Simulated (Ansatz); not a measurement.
HgF₂⁻. The state is a doublet with charge -1. Geometry PBE-D4/def2-TZVPD; atoms count from 1.

```xyz
3

Hg   -0.259   -0.218   -0.214
F     0.649    1.228   -1.662
F    -0.390   -1.010    1.876
```

In the def2 sets Hg takes a core potential; there is no spin–orbit coupling. The structure comes from a short search, and lower isomers may exist.

Question: Estimate the Mulliken populations from the PBE0/def2-TZVPD orbitals of Ansatz.

Answer: 
```csv
atom,charge (e),spin (α − β),d electrons
Hg1,0.33,0.86,9.94
F2,-0.66,0.07,–
F3,-0.66,0.07,–
```
Mulliken values and Mayer orders depend strongly on the basis. With diffuse functions, as here, like atoms can get unlike values, and bond orders can come out too low or too high.

Question: Where does the spin sit?

Answer: Summed by element: Hg 0.86, F 0.14, of 1 unpaired in all. Largest on single atoms: Hg1 0.86, F3 0.07, F2 0.07.
